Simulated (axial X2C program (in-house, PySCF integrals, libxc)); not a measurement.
**AsS⁺ along the bond: PBE0, with spin–orbit coupling**

Calculated with an in-house all-electron X2C program for linear molecules (integrals from PySCF). Two-component (2c) means X2C with spin–orbit coupling and atomic mean-field two-electron Coulomb and Gaunt terms. Basis: As dyall-cv3z [9s9p6d4f1g], S dyall-av3z [9s8p3d2f] (cores contracted in-house); Gaussian nuclei, density fitting, unrestricted open shells. Masses: As 74.922 u, S 31.972 u.

State: Ω = 0 (closed shell). Dipoles are positive if S is the positive end and refer to the centre of mass.

```tsv
R (Å)	μ (D)	HOMO (eV)	LUMO (eV)
1.689	0.261	-16.52	-9.58
1.766	0.080	-16.56	-9.81
1.825	-0.053	-16.48	-9.97
1.883	-0.181	-16.21	-10.13
1.941	-0.303	-15.95	-10.28
2.009	-0.437	-15.68	-10.45
2.077	-0.561	-15.42	-10.60
2.164	-0.704	-15.13	-10.78
2.271	-0.855	-14.81	-10.98
2.426	-1.029	-14.43	-11.21
```

(1) The minimum lies at 1.935 Å. What is the dipole moment there?

Occupations by symmetry block were frozen at the best pattern of an incomplete PBE0 search. The closed shell is kept restricted, so the energy runs too high when the bond is stretched far.

## Answers

(1) At PBE0, 2c, with the sign and origin stated: μ = -0.29 D.
